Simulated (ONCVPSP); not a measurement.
**Mg: ONCV pseudisation with PBE, non-relativistic reference atom.**

ONCVPSP 4.0.1 was run on this input:

```
# ATOM AND REFERENCE CONFIGURATION
# atsym  z   nc   nv     iexc    psfile
  Mg 12.00    1    2        4      upf
#
#   n    l    f
    1    0    2.00
    2    0    2.00
    2    1    6.00
#
# PSEUDOPOTENTIAL AND OPTIMIZATION
# lmax
    1
#
#   l,   rc,      ep,       ncon, nbas, qcut
    0    0.75    0.00    4    7   14.10
    1    0.75    0.00    4    7   19.80
#
# LOCAL POTENTIAL
# lloc, lpopt,  rc(5),   dvloc0
    4    5    0.70   -1.00
#
# VANDERBILT-KLEINMAN-BYLANDER PROJECTORs
# l, nproj, debl
    0    2    3.20
    1    2    1.20
#
# MODEL CORE CHARGE
# icmod, fcfact, rcfact
    0    0.00    0.00
#
# LOG DERIVATIVE ANALYSIS
# epsh1, epsh2, depsh
   -5.00    5.00    0.04
#
# OUTPUT GRID
# rlmax, drl
    6.00    0.01
#
# TEST CONFIGURATIONS
# ncnf
    4
# nvcnf
#   n    l    f
    3
    2    0    2.00
    2    1    6.00
    3    0    2.00
#
    3
    2    0    2.00
    2    1    6.00
    3    0    1.00
#
    3
    2    0    2.00
    2    1    6.00
    3    0    1.50
#
    3
    2    0    1.00
    2    1    6.00
    3    0    2.00
#
```

Command:

```bash
oncvpspnr.x < Mg.dat > Mg.out
```

The program printed (shortened: citation, most of the input echo, consistency checks and plot data are left out):

```
ONCVPSP  (Optimized Norm-Conservinng Vanderbilt PSeudopotential)
scalar-relativistic version 4.0.1

#   n    l    f        energy (Ha)
    1    0    2.00    -4.6955212E+01
    2    0    2.00    -3.6618280E+00
    2    1    6.00    -2.4518300E+00

Reference configufation results
  iterations    22
  all-electron total energy (Ha)   -1.99111589D+02

Begin loop to  construct optimized pseudo wave functions
and semi-local pseudopoentials for all angular momenta

WARNING wellstate: negative energy specified for n= 3 l=  0
WARNING scattering state with energy  0.25000000
WARNING will be used for the first projector

   Wellstate for l =  0  n =  4
     eigenvalue =   0.2500
     asymptotic potential =   0.7500
     half-point radius =  3.5460

Calculating optimized projector #   1

 for l=   0

    Fraction of norm inside rc  0.632889
    Optimizing pswf for qcut=  14.12 a_B^-1,  ecut=  99.73 Ha
    Residual kinetic energy error=  4.00D-05 Ha

    Energy error per electron        Cutoff
         Ha          eV             Ha
         0.01000     0.27211       58.21
         0.00100     0.02721       77.91
         0.00010     0.00272       93.07
         0.00001     0.00027      194.24

Calculating optimized projector #   2

 for l=   0

    Fraction of norm inside rc  0.020982
    Optimizing pswf for qcut=  14.12 a_B^-1,  ecut=  99.73 Ha
    Residual kinetic energy error=  5.32D-06 Ha

    Energy error per electron        Cutoff
         Ha          eV             Ha
         0.01000     0.27211       13.53
         0.00100     0.02721       57.96
         0.00010     0.00272       79.39
         0.00001     0.00027       95.49

WARNING wellstate: negative energy specified for n= 3 l=  1
WARNING scattering state with energy  0.25000000
WARNING will be used for the first projector

   Wellstate for l =  1  n =  4
     eigenvalue =   0.2500
     asymptotic potential =   0.7500
     half-point radius =  4.3554

Calculating optimized projector #   1

 for l=   1

    Fraction of norm inside rc  0.648491
    Optimizing pswf for qcut=  19.82 a_B^-1,  ecut= 196.35 Ha
    Residual kinetic energy error=  3.06D-07 Ha

    Energy error per electron        Cutoff
         Ha          eV             Ha
         0.01000     0.27211      105.39
         0.00100     0.02721      133.11
         0.00010     0.00272      155.61
         0.00001     0.00027      173.29

Calculating optimized projector #   2

 for l=   1

    Fraction of norm inside rc  0.024221
    Optimizing pswf for qcut=  19.82 a_B^-1,  ecut= 196.35 Ha
    Residual kinetic energy error=  5.60D-08 Ha

    Energy error per electron        Cutoff
         Ha          eV             Ha
         0.01000     0.27211       68.36
         0.00100     0.02721      104.24
         0.00010     0.00272      134.13
         0.00001     0.00027      158.27

Construct Vanderbilt / Kleinmman-Bylander projectors

B matrix Hermiticity error, ll=   0
   1   2   -4.1577E-09

  Orthonormal projector coefficients  2.0982E+01  2.7705E+00

B matrix Hermiticity error, ll=   1
   1   2    1.7522E-09

  Orthonormal projector coefficients -1.7695E+01 -3.8014E+00

Pseudoatom total energy  -62.244324

Diagnostic tests using Vanderbilt-Kleinman-Bylander pseudopotentials
  1 or more projectors used as specified by nproj input data

   l    rcore       rmatch      e in        delta e   norm test  slope test

   0   0.7503799   0.7731630  -3.6618280   0.0000000   1.0000000   1.0000000
   0   0.7503799   0.7731630   0.2500000  -0.0000000   1.0000000   1.0000000

   1   0.7503799   0.7731630  -2.4518300   0.0000000   1.0000000   1.0000000
   1   0.7503799   0.7731630   0.2500000   0.0000000   1.0000000   1.0000000

 Testing for bound ghosts
   n   l    E NL Schr. Eq   E Basis Diag.   E Cutoff

   1   0       -3.661828       -3.654818    333.25

   2   1       -2.451830       -2.436768    393.86

 Testing for highly-localized positive-energy ghosts
       l    <radius>/rc     E Basis Diag.   E Cutoff

Test configuration 0

   n   l     f        eae           eps        diff
   1   0  2.0000  -46.95521186
   2   0  2.0000   -3.66182804   -3.66182804    0.00D+00
   2   1  6.0000   -2.45182997   -2.45182997    0.00D+00

    Total energies and differences
      AE_ref= -1.99111589D+02  AE_tst= -1.99111589D+02  dif=  0.00D+00
      PS_ref= -6.22443239D+01  PS_tst= -6.22443239D+01  dif=  2.13D-14
      PSP excitation error= -2.13D-14

Test configuration 1

   n   l     f        eae           eps        diff
   1   0  2.0000  -46.20079400
   2   0  2.0000   -2.92347738   -2.92343960    3.78D-05
   2   1  6.0000   -1.71456408   -1.71446513    9.90D-05
   3   0  2.0000   -0.17268069   -0.17267997    7.17D-07

    Total energies and differences
      AE_ref= -1.99111589D+02  AE_tst= -1.99954967D+02  dif= -8.43D-01
      PS_ref= -6.22443239D+01  PS_tst= -6.30877006D+01  dif= -8.43D-01
      PSP excitation error= -1.38D-06

Test configuration 2

   n   l     f        eae           eps        diff
   1   0  2.0000  -46.53912108
   2   0  2.0000   -3.25626838   -3.25624394    2.44D-05
   2   1  6.0000   -2.04710510   -2.04703309    7.20D-05
   3   0  1.0000   -0.41749983   -0.41749881    1.02D-06

    Total energies and differences
      AE_ref= -1.99111589D+02  AE_tst= -1.99662860D+02  dif= -5.51D-01
      PS_ref= -6.22443239D+01  PS_tst= -6.27955944D+01  dif= -5.51D-01
      PSP excitation error= -4.85D-07

Test configuration 3

   n   l     f        eae           eps        diff
   1   0  2.0000  -46.35931323
   2   0  2.0000   -3.07985132   -3.07981852    3.28D-05
   2   1  6.0000   -1.87084344   -1.87075447    8.90D-05
   3   0  1.5000   -0.29061902   -0.29061799    1.03D-06

    Total energies and differences
      AE_ref= -1.99111589D+02  AE_tst= -1.99839585D+02  dif= -7.28D-01
      PS_ref= -6.22443239D+01  PS_tst= -6.29723195D+01  dif= -7.28D-01
      PSP excitation error= -1.01D-06

Test configuration 4

   n   l     f        eae           eps        diff
   1   0  2.0000  -47.30112833
   2   0  1.0000   -3.79714891   -3.79805820   -9.09D-04
   2   1  6.0000   -2.59678810   -2.59790033   -1.11D-03
   3   0  2.0000   -0.52100833   -0.52105389   -4.56D-05

    Total energies and differences
      AE_ref= -1.99111589D+02  AE_tst= -1.96604884D+02  dif=  2.51D+00
      PS_ref= -6.22443239D+01  PS_tst= -5.97372674D+01  dif=  2.51D+00
      PSP excitation error= -3.52D-04
```

oncvpspnr.x prints “scalar-relativistic version” in its banner although the run is non-relativistic.

The run took about 2.5 s on one core of a shared server CPU.
